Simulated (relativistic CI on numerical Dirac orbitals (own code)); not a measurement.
# d3 in a ligand field

Computed with a parametric ligand-field model of a d^n configuration (Racah B and C, spin-orbit zeta, crystal field), exact diagonalisation.

Field parameters in Wybourne normalisation: Oh B⁴₀ = 21Dq, B⁴₄ = √(5/14) B⁴₀. The field is a parameter set, without covalency.

Ground term and bands for B = 300, C = 1380, ζ = 0 cm⁻¹, Oh, 10Dq = 15600 cm⁻¹?

Ground term 4A2 with 0.00 electrons in the two orbitals of the cubic e set. Spin-allowed: 4T2 15600 cm⁻¹ (641 nm), 4T1 18954 cm⁻¹ (528 nm), 4T1 32346 cm⁻¹ (309 nm). Lowest spin-forbidden: 2E 6516 cm⁻¹ (1535 nm), 2T1 6720 cm⁻¹ (1488 nm), 2T2 10383 cm⁻¹ (963 nm). With an A2 ground term the first spin-allowed band lies at |10Dq| itself.

Ground term and bands for B = 810, C = 3510, ζ = 0 cm⁻¹, Oh, 10Dq = 13650 cm⁻¹?

Ground term 4A2 with 0.00 electrons in the two orbitals of the cubic e set. Spin-allowed: 4T2 13650 cm⁻¹ (733 nm), 4T1 20742 cm⁻¹ (482 nm), 4T1 32358 cm⁻¹ (309 nm). Lowest spin-forbidden: 2E 16260 cm⁻¹ (615 nm), 2T1 17022 cm⁻¹ (587 nm), 2T2 23522 cm⁻¹ (425 nm). With an A2 ground term the first spin-allowed band lies at |10Dq| itself.

Ground term and bands for B = 720, C = 3550, ζ = 0 cm⁻¹, Oh, 10Dq = 19750 cm⁻¹?

Ground term 4A2 with 0.00 electrons in the two orbitals of the cubic e set. Spin-allowed: 4T2 19750 cm⁻¹ (506 nm), 4T1 27108 cm⁻¹ (369 nm), 4T1 42942 cm⁻¹ (233 nm). Lowest spin-forbidden: 2E 16030 cm⁻¹ (624 nm), 2T1 16639 cm⁻¹ (601 nm), 2T2 24225 cm⁻¹ (413 nm). With an A2 ground term the first spin-allowed band lies at |10Dq| itself.

Ground term and bands for B = 860, C = 4010, ζ = 0 cm⁻¹, Oh, 10Dq = 13250 cm⁻¹?

Ground term 4A2 with 0.00 electrons in the two orbitals of the cubic e set. Spin-allowed: 4T2 13250 cm⁻¹ (755 nm), 4T1 20476 cm⁻¹ (488 nm), 4T1 32174 cm⁻¹ (311 nm). Lowest spin-forbidden: 2E 18073 cm⁻¹ (553 nm), 2T1 18866 cm⁻¹ (530 nm), 2T2 25718 cm⁻¹ (389 nm). With an A2 ground term the first spin-allowed band lies at |10Dq| itself.

Ground term and bands for B = 490, C = 1720, ζ = 0 cm⁻¹, Oh, 10Dq = 35450 cm⁻¹?

Ground term 4A2 with 0.00 electrons in the two orbitals of the cubic e set. Spin-allowed: 4T2 35450 cm⁻¹ (282 nm), 4T1 41054 cm⁻¹ (244 nm), 4T1 72646 cm⁻¹ (138 nm). Lowest spin-forbidden: 2E 9135 cm⁻¹ (1095 nm), 2T1 9424 cm⁻¹ (1061 nm), 2T2 14896 cm⁻¹ (671 nm). With an A2 ground term the first spin-allowed band lies at |10Dq| itself.
